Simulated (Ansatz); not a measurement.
Relaxation of the cluster Ca₄Se₄ with RKS PBE0-D4/def2-SVP.

```sh
$ ansatz run in.yaml --threads 4 --pin off --events-out ev --progress --plain --max-ram 4787MiB
```

```yaml
crystal:
  periodic: [false, false, false]
  atoms:
    - {symbol: Ca, position_ang: [-0.122910, -2.905530, 0.876410]}
    - {symbol: Ca, position_ang: [1.617950, -0.656070, -0.874020]}
    - {symbol: Ca, position_ang: [0.479430, 2.209560, 0.700770]}
    - {symbol: Ca, position_ang: [-1.949940, -0.198880, 0.128860]}
    - {symbol: Se, position_ang: [-2.024130, 2.334250, 0.019100]}
    - {symbol: Se, position_ang: [-0.698240, -2.045210, -1.517850]}
    - {symbol: Se, position_ang: [0.439110, -0.522740, 1.809340]}
    - {symbol: Se, position_ang: [2.258730, 1.784610, -1.142620]}
basis:
  gaussian: {orbitals: def2-SVP}
hamiltonian: {xc: pbe0, dispersion: d4}
scf: {lower_state_search: "off"}
output: {orbitals: {seedname: orbitals}}
relax: {f_tol: 0.02, max_steps: 100}
```

Run time 2.6 min (4 threads of AMD EPYC 9R45 on a shared host), peak host memory 1.2 GiB.

Positions (Å) and forces (eV/Å) at steps 1, 2, 3, 4, 5, 7, 10, 11, 12, 13, 14, 15, 16, 17, 18, 19, 20, 21, 22, 23, 24, 25, 26 of 26:

```xyz
8
step=1 energy=-335073.3402 eV
Ca   -0.123   -2.906    0.876    0.012   -0.940    0.516
Ca    1.618   -0.656   -0.874    0.475   -0.035   -0.363
Ca    0.479    2.210    0.701    0.296    0.759    0.717
Ca   -1.950   -0.199    0.129   -0.582    0.074   -0.034
Se   -2.024    2.334    0.019   -0.783    0.642   -0.078
Se   -0.698   -2.045   -1.518   -0.244   -0.793   -0.543
Se    0.439   -0.523    1.809    0.050   -0.141    0.288
Se    2.259    1.785   -1.143    0.775    0.435   -0.502
8
step=2 energy=-335073.7196 eV
Ca   -0.126   -3.082    0.958   -0.017    0.290   -0.180
Ca    1.702   -0.632   -0.967   -0.412    0.059    0.034
Ca    0.522    2.366    0.778   -0.111   -0.155   -0.340
Ca   -2.061   -0.155    0.095    0.371   -0.031   -0.182
Se   -2.114    2.441    0.036    0.192    0.113    0.225
Se   -0.721   -2.215   -1.527    0.081   -0.278    0.397
Se    0.428   -0.590    1.809   -0.088   -0.149   -0.230
Se    2.370    1.867   -1.182   -0.016    0.152    0.276
8
step=3 energy=-335073.8101 eV
Ca   -0.125   -3.114    0.981    0.002    0.210   -0.089
Ca    1.613   -0.580   -0.979   -0.173   -0.129   -0.039
Ca    0.520    2.353    0.772   -0.003    0.080   -0.053
Ca   -1.982   -0.126    0.036    0.089   -0.156   -0.107
Se   -2.087    2.474    0.049    0.067    0.063    0.147
Se   -0.720   -2.294   -1.491    0.032   -0.155    0.172
Se    0.419   -0.618    1.793   -0.053    0.017   -0.186
Se    2.362    1.905   -1.161    0.039    0.071    0.155
8
step=4 energy=-335073.8597 eV
Ca   -0.101   -3.040    1.033    0.043    0.056    0.118
Ca    1.532   -0.596   -1.077    0.123    0.211   -0.058
Ca    0.524    2.375    0.775    0.004    0.090   -0.046
Ca   -1.968   -0.153   -0.083   -0.091    0.217   -0.017
Se   -2.126    2.461    0.213    0.045   -0.133   -0.034
Se   -0.724   -2.428   -1.464   -0.026   -0.034   -0.050
Se    0.390   -0.487    1.644   -0.005   -0.280    0.082
Se    2.473    1.869   -1.041   -0.094   -0.128    0.005
8
step=5 energy=-335073.8722 eV
Ca   -0.104   -3.068    1.032    0.021    0.065    0.041
Ca    1.539   -0.580   -1.067    0.020    0.038   -0.017
Ca    0.529    2.385    0.784    0.001    0.016   -0.008
Ca   -1.967   -0.138   -0.074   -0.020    0.034   -0.010
Se   -2.103    2.468    0.173    0.009   -0.030    0.004
Se   -0.724   -2.416   -1.460   -0.019   -0.026   -0.044
Se    0.394   -0.534    1.675    0.000   -0.066    0.021
Se    2.436    1.884   -1.063   -0.012   -0.031    0.012
8
step=7 energy=-335073.8731 eV
Ca   -0.097   -3.055    1.039    0.000   -0.005    0.003
Ca    1.533   -0.576   -1.081    0.000    0.012    0.013
Ca    0.529    2.384    0.785    0.004    0.000    0.006
Ca   -1.974   -0.140   -0.085    0.009    0.014    0.018
Se   -2.101    2.463    0.176   -0.003   -0.012   -0.006
Se   -0.729   -2.420   -1.461   -0.001   -0.009   -0.011
Se    0.397   -0.535    1.681   -0.007    0.008   -0.020
Se    2.442    1.880   -1.054   -0.001   -0.009   -0.002
8
step=10 energy=-335073.8733 eV
Ca   -0.096   -3.056    1.038    0.001   -0.004   -0.001
Ca    1.530   -0.574   -1.079    0.001    0.002   -0.004
Ca    0.530    2.386    0.786    0.001    0.003    0.001
Ca   -1.973   -0.142   -0.078   -0.003   -0.001    0.002
Se   -2.099    2.461    0.172   -0.001    0.002   -0.003
Se   -0.730   -2.422   -1.463   -0.001   -0.002    0.003
Se    0.395   -0.533    1.677   -0.001   -0.002    0.002
Se    2.444    1.880   -1.052    0.004    0.002    0.001
8
step=11 energy=-335073.8753 eV
Ca   -0.041   -3.045    1.028   -0.007   -0.025   -0.050
Ca    1.446   -0.516   -1.127    0.029    0.059   -0.039
Ca    0.544    2.370    0.792    0.013    0.061    0.019
Ca   -2.018   -0.185   -0.005   -0.025    0.012   -0.008
Se   -2.062    2.428    0.081   -0.019    0.000   -0.026
Se   -0.766   -2.414   -1.458   -0.006   -0.032    0.079
Se    0.389   -0.516    1.674   -0.007   -0.060    0.040
Se    2.509    1.878   -0.985    0.022   -0.015   -0.014
8
step=12 energy=-335073.8866 eV
Ca    0.055   -3.033    1.012   -0.031    0.008   -0.168
Ca    1.298   -0.410   -1.211    0.047    0.325   -0.022
Ca    0.569    2.352    0.809    0.014    0.132    0.034
Ca   -2.096   -0.256    0.119    0.055    0.197   -0.068
Se   -1.992    2.372   -0.083    0.020   -0.222   -0.051
Se   -0.829   -2.404   -1.447    0.018   -0.062    0.239
Se    0.377   -0.495    1.671   -0.029   -0.155    0.084
Se    2.619    1.876   -0.870   -0.094   -0.223   -0.048
8
step=13 energy=-335073.9271 eV
Ca    0.119   -3.043    1.006   -0.034    0.057   -0.211
Ca    1.145   -0.307   -1.258    0.145    0.423   -0.019
Ca    0.595    2.356    0.854    0.045    0.114    0.017
Ca   -2.098   -0.280    0.148   -0.017    0.180   -0.004
Se   -1.919    2.343   -0.200    0.119   -0.367   -0.068
Se   -0.866   -2.441   -1.427    0.045    0.029    0.283
Se    0.371   -0.502    1.690   -0.086   -0.119    0.043
Se    2.654    1.874   -0.813   -0.217   -0.318   -0.042
8
step=14 energy=-335074.0187 eV
Ca    0.178   -3.048    0.988   -0.012    0.200   -0.227
Ca    1.026   -0.195   -1.299   -0.068    0.483    0.060
Ca    0.642    2.374    0.905    0.003   -0.043   -0.051
Ca   -2.173   -0.333    0.221    0.256    0.282   -0.076
Se   -1.801    2.251   -0.331    0.135   -0.457   -0.080
Se   -0.889   -2.417   -1.397   -0.029   -0.060    0.207
Se    0.336   -0.499    1.685   -0.082   -0.138    0.174
Se    2.681    1.867   -0.773   -0.203   -0.265   -0.008
8
step=15 energy=-335074.1628 eV
Ca    0.218   -3.036    0.958    0.058    0.157   -0.163
Ca    0.867   -0.076   -1.289    0.002    0.439   -0.117
Ca    0.668    2.373    0.940    0.067   -0.035   -0.015
Ca   -2.150   -0.355    0.242    0.073    0.194    0.028
Se   -1.705    2.190   -0.449    0.245   -0.537   -0.093
Se   -0.909   -2.433   -1.392   -0.042    0.054    0.214
Se    0.328   -0.510    1.747   -0.174   -0.065    0.084
Se    2.683    1.847   -0.756   -0.229   -0.208    0.063
8
step=16 energy=-335074.3342 eV
Ca    0.268   -3.022    0.928    0.113    0.209   -0.096
Ca    0.741    0.046   -1.302   -0.049    0.292   -0.212
Ca    0.708    2.380    0.983    0.070   -0.150   -0.041
Ca   -2.174   -0.386    0.278    0.108    0.115    0.071
Se   -1.584    2.086   -0.558    0.196   -0.401   -0.096
Se   -0.928   -2.419   -1.368   -0.098    0.057    0.103
Se    0.288   -0.512    1.782   -0.182   -0.022    0.138
Se    2.682    1.827   -0.742   -0.159   -0.099    0.133
8
step=17 energy=-335074.4963 eV
Ca    0.356   -2.940    0.872    0.140    0.139   -0.043
Ca    0.644    0.144   -1.381    0.124    0.065   -0.341
Ca    0.728    2.326    1.012   -0.011   -0.117    0.066
Ca   -2.172   -0.410    0.345    0.003    0.097    0.029
Se   -1.481    1.971   -0.675   -0.083   -0.041   -0.012
Se   -0.985   -2.390   -1.352    0.019    0.072    0.105
Se    0.224   -0.489    1.869   -0.137   -0.052    0.178
Se    2.685    1.788   -0.689   -0.055   -0.163    0.019
8
step=18 energy=-335074.6544 eV
Ca    0.507   -2.875    0.845    0.020    0.377   -0.040
Ca    0.591    0.217   -1.556    0.110   -0.019   -0.294
Ca    0.716    2.221    1.025   -0.046   -0.158    0.123
Ca   -2.179   -0.367    0.373    0.077   -0.118    0.079
Se   -1.483    1.971   -0.734   -0.035    0.089    0.039
Se   -0.978   -2.343   -1.294    0.100    0.054   -0.057
Se    0.131   -0.505    1.985   -0.147    0.023    0.248
Se    2.695    1.681   -0.645   -0.078   -0.247   -0.099
8
step=19 energy=-335074.9048 eV
Ca    0.609   -2.719    0.813    0.140    0.422    0.051
Ca    0.571    0.253   -1.733   -0.126    0.122   -0.264
Ca    0.703    2.097    1.043   -0.050   -0.102    0.070
Ca   -2.159   -0.375    0.409   -0.009    0.029   -0.035
Se   -1.490    1.970   -0.746    0.086   -0.053    0.056
Se   -0.946   -2.290   -1.298    0.168    0.069   -0.077
Se    0.025   -0.480    2.147   -0.156   -0.139    0.316
Se    2.688    1.543   -0.636   -0.052   -0.348   -0.115
8
step=20 energy=-335075.1905 eV
Ca    0.729   -2.576    0.790    0.109    0.717    0.073
Ca    0.515    0.314   -1.904   -0.054    0.097   -0.087
Ca    0.696    1.985    1.059   -0.021   -0.137    0.035
Ca   -2.154   -0.368    0.431    0.022   -0.027   -0.048
Se   -1.483    1.965   -0.764    0.082   -0.010    0.078
Se   -0.904   -2.239   -1.294    0.213    0.107   -0.064
Se   -0.083   -0.479    2.309   -0.138   -0.235    0.167
Se    2.684    1.398   -0.629   -0.213   -0.510   -0.153
8
step=21 energy=-335075.4814 eV
Ca    0.824   -2.408    0.771    0.211    0.779    0.048
Ca    0.478    0.345   -2.018   -0.128    0.078    0.047
Ca    0.691    1.895    1.074   -0.054   -0.115    0.022
Ca   -2.147   -0.371    0.438   -0.012   -0.039   -0.056
Se   -1.479    1.967   -0.760    0.130   -0.013    0.062
Se   -0.858   -2.193   -1.299    0.180    0.113   -0.078
Se   -0.168   -0.482    2.424   -0.107   -0.184    0.052
Se    2.660    1.246   -0.630   -0.219   -0.620   -0.098
8
step=22 energy=-335075.7790 eV
Ca    0.916   -2.239    0.744    0.304    0.825   -0.022
Ca    0.436    0.361   -2.088   -0.161    0.049    0.104
Ca    0.687    1.832    1.090   -0.090   -0.063    0.025
Ca   -2.148   -0.378    0.436   -0.023   -0.054   -0.045
Se   -1.471    1.972   -0.749    0.136    0.000    0.045
Se   -0.819   -2.160   -1.307    0.132    0.106   -0.061
Se   -0.234   -0.478    2.495   -0.069   -0.133   -0.052
Se    2.633    1.089   -0.622   -0.229   -0.730    0.006
8
step=23 energy=-335076.1020 eV
Ca    1.009   -2.072    0.707    0.382    0.836   -0.101
Ca    0.397    0.366   -2.129   -0.193    0.030    0.103
Ca    0.679    1.792    1.104   -0.129    0.009    0.050
Ca   -2.153   -0.386    0.431   -0.014   -0.076   -0.026
Se   -1.464    1.980   -0.737    0.141    0.012    0.019
Se   -0.790   -2.136   -1.313    0.088    0.099   -0.049
Se   -0.281   -0.472    2.533   -0.030   -0.081   -0.114
Se    2.603    0.926   -0.596   -0.245   -0.830    0.119
8
step=24 energy=-335076.4495 eV
Ca    1.103   -1.908    0.659    0.395    0.745   -0.132
Ca    0.358    0.367   -2.158   -0.210    0.015    0.098
Ca    0.667    1.771    1.119   -0.165    0.077    0.076
Ca   -2.156   -0.395    0.427    0.013   -0.095   -0.007
Se   -1.457    1.990   -0.729    0.147    0.021   -0.007
Se   -0.768   -2.117   -1.315    0.059    0.103   -0.052
Se   -0.312   -0.463    2.551    0.014   -0.032   -0.159
Se    2.565    0.755   -0.553   -0.254   -0.835    0.184
8
step=25 energy=-335076.7262 eV
Ca    1.194   -1.762    0.611    0.246    0.211   -0.070
Ca    0.312    0.362   -2.147   -0.147   -0.006   -0.133
Ca    0.640    1.789    1.136   -0.079    0.032    0.067
Ca   -2.154   -0.410    0.419    0.032   -0.098   -0.003
Se   -1.438    2.000   -0.726    0.020    0.098    0.023
Se   -0.754   -2.100   -1.323    0.017    0.052   -0.022
Se   -0.311   -0.455    2.526   -0.042    0.077   -0.004
Se    2.511    0.576   -0.496   -0.046   -0.367    0.143
8
step=26 energy=-335076.7599 eV
Ca    1.231   -1.741    0.615   -0.002    0.017   -0.005
Ca    0.278    0.372   -2.169    0.000   -0.006    0.009
Ca    0.631    1.794    1.145   -0.010   -0.015   -0.005
Ca   -2.140   -0.425    0.409    0.013    0.000    0.003
Se   -1.433    2.025   -0.716   -0.006    0.014   -0.003
Se   -0.734   -2.089   -1.331    0.000   -0.004   -0.009
Se   -0.324   -0.434    2.525    0.001    0.003    0.007
Se    2.491    0.498   -0.478    0.003   -0.010    0.002
```

The structure comes from a short search, and lower isomers may exist.
